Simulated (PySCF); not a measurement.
# UHF on Kr²⁺ (krypton, charge +2)

Configuration: [Ar] 3d10 4s2 4p4, high-spin 3P determinant. Computed with PySCF 2.14 in aug-cc-pVTZ-DK, with scalar relativity by spin-free X2C-1e.

```json
{"Total energy": "-2786.840038 hartree", "One-electron energy": "-3843.7561 hartree", "Hartree (Coulomb) energy": "1151.8262 hartree", "Exchange energy": "-94.9102 hartree", "⟨S²⟩": "2.0079", "⟨L²⟩": "2.030", "Sum of ⟨r⟩": "21.23 bohr", "Sum of ⟨r²⟩": "25.82 bohr²", "Traceless quadrupole moment −½Σ⟨3z² − r²⟩ along its main axis": "-1.36 e·bohr²", "Langevin diamagnetic susceptibility": "-20.5 ×10⁻⁶ cm³/mol"}
```

```tsv
shell	electrons	mean orbital energy (hartree)	spread (hartree)	rms radius, mean of both spins (bohr)
1s α	1	-530.28195	0	0.0478
1s β	1	-530.26983	0	0.0478
2s α	1	-72.99379	0	0.199
2s β	1	-72.98706	0	0.199
2p α	3	-64.46754	0.01068	0.177
2p β	3	-64.45369	0.00460	0.177
3s α	1	-12.16638	0	0.565
3s β	1	-12.14335	0	0.565
3p α	3	-9.35874	0.03188	0.581
3p β	3	-9.32789	0.00518	0.581
3d α	5	-4.68903	0.02996	0.610
3d β	5	-4.67339	0.01588	0.610
4s α	1	-2.11303	0	1.62
4s β	1	-1.86229	0	1.62
4p α	3	-1.39300	0.08055	1.86
4p β	1	-1.29167	0	1.86
```

Densities and radii are taken from the X2C orbitals without a picture-change correction, which distorts them close to the nucleus.

Spin-orbit constants ζ (cm⁻¹) from the X2C one-electron operator on these orbitals: bare nucleus, nucleus screened by l(l+1)(2l+1)/3 electrons, and screened by the Breit-Pauli mean field of the electrons.

```
shell    bare  screened nucleus  mean field
   2p  297100            280600      273100
   3p   43840             41410       40080
   3d    5560              4016        3766
   4p    4129              3899        3755
```

To first order the Landé constant is A = -1878 cm⁻¹, so the lowest level has J = 2 and lies 0.233 eV below the centre of the term. This holds in LS coupling only.
